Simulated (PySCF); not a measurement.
**Orbital energies, ionisation energy and electron affinity**

Species: Ge(SiH3)Cl3.
Structure used (PBE0-D3(BJ)/def2-SVP), in Å, numbered top down from 1:
```
atom  x, y, z in Å
Ge1    0.050   -0.009   -1.067
Si2   -0.039   -0.012    1.310
H3     0.714    1.184    1.781
H4     0.603   -1.274    1.774
H5    -1.469    0.051    1.721
Cl6    2.087   -0.015   -1.756
Cl7   -0.898    1.720   -1.922
Cl8   -0.910   -1.730   -1.925
```

Level: B3LYP/def2-SVPD (PySCF). Frontier orbitals with their largest atomic shares (Löwdin; up to four atoms above 4 %):

```tsv
orbital	ε (eV)	main atoms
HOMO−3	-9.17	Cl8 48 %, Cl6 32 %, Cl7 14 %
HOMO−2	-9.17	Cl7 48 %, Cl6 31 %, Cl8 15 %
HOMO−1	-8.93	Cl6 34 %, Cl7 33 %, Cl8 33 %
HOMO	-8.59	?
LUMO	-2.00	Ge1 20 %, Si2 18 %, Cl7 18 %, Cl8 18 %
LUMO+1	-1.03	Ge1 30 %, Si2 23 %, Cl7 14 %, Cl8 13 %
LUMO+2	-1.01	Ge1 30 %, Si2 23 %, Cl6 16 %, Cl8 9 %
```

Task: What vertical ionisation energy does ΔSCF give, and how far is −ε(HOMO) from it?

Result: ΔSCF: 10.53 eV (1016 kJ/mol; threshold wavelength 118 nm); ⟨S²⟩ of the doublet left behind is 0.755, against 0.75 for a pure doublet. −ε(HOMO) is 8.59 eV, 1.94 eV below it. In exact Kohn–Sham theory the two would be equal; B3LYP (global hybrid, 20 % exact exchange) falls short of its own ΔSCF value by 18 %.

Task: On which atoms does the HOMO lie?

Result: Cl6 (chlorine bonded to Ge) 20 %, Cl7 (chlorine bonded to Ge) 19 %, Cl8 (chlorine bonded to Ge) 19 %, Si2 (silicon bonded to Ge and 3 H) 19 %, so no atom holds as much as 40 %. The HOMO−1 lies 0.34 eV lower.

Task: And the vertical electron affinity, the fundamental gap, Mulliken's electronegativity and the hardness (with the factor ½)?

Result: EA = 0.31 eV by ΔSCF (−ε(LUMO) = 2.00 eV). IE − EA = 10.22 eV against an orbital gap of 6.59 eV; (IE + EA)/2 = 5.42 eV; (IE − EA)/2 = 5.11 eV.

Task: How many of the 15 lowest singlet excitations (vertical TDDFT, same level) lie below the ionisation energy?

Result: All 15; they run from 5.85 to 7.54 eV.

Task: The lowest singlet excitation (vertical TDDFT, same level) lies at 5.85 eV. How far is it below IE − EA?

Result: IE − EA = 10.22 eV, so by 4.37 eV.

Isolated species at its PBE0-D3(BJ)/def2-SVP geometry, gas phase. The calculation is non-relativistic, for germanium too.

These values come from a run that also computed excited states and ΔSCF ions. Hardware: one thread, AMD EPYC (x86_64), no GPU, shared host with 64 logical CPUs at a one-minute load of 60. Cost: 3.6 min of wall time (with the writing of density and orbital grids), 0.76 GiB resident at most.
